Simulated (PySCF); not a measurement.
Computed spin Hamiltonian

Compound: C₅H₅N₂S (doublet state).
Cartesian coordinates in Å at the GFN2-xTB level; atoms count from 1:
```
atom  x, y, z in Å
C1    -2.0137    0.0576    0.9932
C2    -1.2620   -0.3231   -0.2245
S3    -1.9395   -1.0083   -1.5383
C4     0.1573   -0.0475   -0.2455
N5     0.9828   -0.5271   -1.1210
C6     2.2709   -0.0022   -0.7848
C7     1.9607    0.8361    0.4156
N8     0.7354    0.8006    0.7222
H9    -1.7622    1.0802    1.2733
H10   -3.0836   -0.0493    0.8400
H11   -1.7019   -0.5785    1.8235
H12    2.9694   -0.8086   -0.5538
H13    2.6819    0.5706   -1.6177
```

The hyperfine couplings belong to this conformer and change with its torsions.

As a line formula: `C1(C(=S)C)N=[C]CN=1` [radical].

The calculation used UKS B3LYP, pcH-1 on C H N S, non-relativistic, mean-field spin-orbit, GIAO in PySCF. Geometry: GFN2-xTB, one conformer, isolated molecule. The geometry wasn't refined by DFT: couplings that depend on bond lengths, twists or pyramidal angles can differ widely from those at the functional's own minimum. The frame is twisted about the C2–C4 bond at this geometry (dihedral C1–C2–C4–N8 = -13°); couplings at other torsion angles weren't computed. The SCF solution wasn't tested for stability.

```json
{"g1, g2, g3": "1.99967, 2.00194, 2.00380", "g_iso": "2.00180", "Form of g": "rhombic: the two nearest values differ by 45 % of g3 − g1", "⟨S²⟩": "0.7578 (exact 0.7500)", "α and β electrons": "33, 32", "HOMO–LUMO gap, α and β orbitals": "2.96, 2.60 eV", "Total energy": "-701.12191 Eh"}
```

Hyperfine couplings atom by atom, in mT; T1 to T3 are the principal values of the dipolar part; ρ(0) is the spin density at the nucleus (MHz turned into mT with g_iso):

```
atom  isotope  a_iso  of which spin–orbit     T1     T2    T3  Mulliken spin population  ρ(0) (bohr⁻³)
  C1      13C   0.02                 0.00  -0.01  -0.01  0.02                      0.00         0.0005
  C2      13C  -0.14                 0.00  -0.11   0.01  0.10                     -0.02        -0.0035
  S3      33S   0.09                 0.00  -0.17  -0.06  0.22                      0.04         0.0068
  C4      13C   4.02                 0.00  -0.37  -0.19  0.55                      0.09         0.1003
  N5      14N  -0.15                 0.00  -0.24  -0.04  0.28                      0.00        -0.0126
  C6      13C   3.64                 0.00  -0.46  -0.45  0.91                      0.05         0.0909
  C7      13C  18.49                -0.01  -2.39  -1.80  4.19                      0.84         0.4611
  N8      14N   3.08                 0.00  -0.29   0.01  0.28                      0.00         0.2667
  H9       1H  -0.02                 0.00  -0.06  -0.04  0.10                      0.00        -0.0001
 H10       1H  -0.01                 0.00  -0.02  -0.01  0.03                      0.00        -0.0001
 H11       1H  -0.08                 0.00  -0.04  -0.03  0.07                      0.00        -0.0005
 H12       1H  -0.45                 0.00  -0.28  -0.18  0.47                      0.00        -0.0028
 H13       1H  -0.43                 0.00  -0.28  -0.18  0.46                      0.00        -0.0027
```

The Mulliken spin populations are largest on C7 (+0.84) and C4 (+0.09). No atom but C7 exceeds +0.15.

Under fast tumbling the dipolar parts average out, and these isotropic splittings remain: 1 × 14N (N8, I = 1, 3 lines) with 3.08 mT, 2 × 1H (H12/H13, I = 1/2, 3 lines) with 0.44 mT, 1 × 14N (N5, I = 1, 3 lines) with 0.15 mT and 3 × 1H (H9/H10/H11, I = 1/2, 4 lines) with 0.04 mT.

Means are taken over nuclei equivalent by connectivity, which assumes that they swap fast.

The 13C coupling of C7 (518.1 MHz) shows only in satellite lines or after enrichment, since that isotope makes up about 1.07 % of natural carbon.
